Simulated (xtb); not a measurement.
iodine (I₂), singlet, geometry from GFN2-xTB. Base run: GFN0-xTB run with xtb.

The xtb input:
```
$ xtb mol.xyz --gfn 0 --json

# file mol.xyz
2

I     -0.00000000    -0.00000000    -1.33192124
I      0.00000000     0.00000000     1.33192124
```

Variants of this job, named by their change:

| change | ΔE vs base (kJ/mol) | HOMO-LUMO gap (eV) |
|---|---|---|
| base | 0.00 | 2.57 |
| file = coord | 0.00 | 2.57 |
| acc = 0.0001 | 0.00 | 2.57 |
| etemp = 3000 | -0.97 | 2.57 |
| etemp = 10 | 0.00 | 2.57 |
| etemp = 10000 | ___ | 2.57 |

Problem. Complete the blanks.

Solution. 
- etemp = 10000, ΔE vs base (kJ/mol): -106.7
